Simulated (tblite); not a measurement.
C6H11S (doublet state).
Structure used (GFN2-xTB), in Å, numbered top down from 1:
```xyz
18
C6H11S angstrom
C     -1.0161    0.8012   -2.1888
C     -0.5176   -0.1524   -1.4727
C     -0.3648   -0.6693   -0.1209
C      1.1207   -0.8097    0.2588
C      1.9017    0.4940    0.1494
C     -1.1431    0.2263    0.8668
S     -1.1063   -0.3910    2.5825
H     -0.9005    0.8262   -3.2633
H     -1.5834    1.6444   -1.7873
H     -0.8169   -1.6710   -0.0832
H      1.5691   -1.5517   -0.4048
H      1.1854   -1.1900    1.2804
H      2.9589    0.3074    0.3219
H      1.5647    1.2167    0.8881
H      1.7827    0.9272   -0.8414
H     -2.1861    0.3064    0.5618
H     -0.7070    1.2220    0.9097
H     -1.7502   -1.5302    2.3316
```

Computed values, GFN2-xTB/tblite, gas phase, harmonic and unscaled. Errors from tens to a few hundred cm⁻¹ against measured bands are possible. Modes of hydrogen on sulfur can be 10 to 20 % off. One conformer, not necessarily the lowest. Open shells enter through the occupations alone, without spin polarisation, and single modes of such species can be off by tens of per cent.

Harmonic wavenumbers (cm⁻¹): 41.9, 68.3, 112.7, 135.4, 202.4, 209.4, 228.9, 273.8, 354.7, 400.5, 423.0, 590.4, 715.5, 771.1, 808.9, 821.6, 862.6, 928.4, 956.3, 978.9, 986.6, 1075.6, 1106.2, 1128.5, 1158.6, 1218.6, 1253.0, 1276.6, 1281.7, 1345.0, 1378.9, 1413.3, 1440.8, 1480.3, 1499.9, 1509.4, 1812.4, 2424.9, 2850.4, 2875.4, 2976.6, 2984.8, 2988.6, 3024.1, 3035.6, 3037.8, 3038.0, 3046.0.

A = 2874, B = 1398, C = 1079 MHz; mass 115.058 u (most abundant isotopes); point group C1, symmetry number 1; spin multiplicity 2.

Task: Zero-point energy?

Result: ½Σν̃ = 32266 cm⁻¹ = 92.25 kcal/mol.

Task: What is S at 400 K and 1 bar for an ideal gas of classical rigid rotors and harmonic oscillators?

Result: Translation 41.62, rotation 29.57, vibration 37.98, spin (R ln 2) 1.38: S = 110.6 cal/(mol K).

Task: And Cp and H(400 K) − H(0)?

Result: Cp = 44.74 cal/(mol K), of which vibrations give 36.79 (their classical limit is 48 R = 95.4); H(400 K) − H(0) = 10.87 kcal/mol without the zero-point energy, 7.69 from vibrations.

Task: How do the functions run with temperature in this model?

Result: 
| T (K) | S (cal/(mol K)) | Cp (cal/(mol K)) | H − H(0) (kcal/mol) | G − H(0) (kcal/mol) | ln q(vib) |
| --- | --- | --- | --- | --- | --- |
| 50 | 59.4 | 13.2 | 0.51 | -2.46 | 0.57 |
| 100 | 70.4 | 19.0 | 1.32 | -5.72 | 1.81 |
| 298.15 | 98.8 | 35.9 | 6.76 | -22.69 | 6.95 |
| 373.15 | 107.5 | 42.5 | 9.70 | -30.43 | 8.79 |
| 500 | 121.4 | 52.5 | 15.74 | -44.96 | 11.83 |
| 750 | 145.6 | 66.9 | 30.78 | -78.41 | 17.58 |
| 1000 | 166.3 | 76.6 | 48.80 | -117.46 | 22.92 |

q(vib) and H(0) count from the zero-point level.

Task: Which modes carry the vibrational entropy at 400 K?

Result: 41.9 cm⁻¹: 5.75; 68.3 cm⁻¹: 4.78; 112.7 cm⁻¹: 3.80; 135.4 cm⁻¹: 3.44; 202.4 cm⁻¹: 2.66; 209.4 cm⁻¹: 2.60 cal/(mol K); the other 42 give 14.96 together.

Hindered rotation and anharmonicity are outside this model. Other conformers, if any are populated, would add a mixing term that is left out. The structure is chiral; the term R ln 2 for an equal mix with its mirror image is left out.
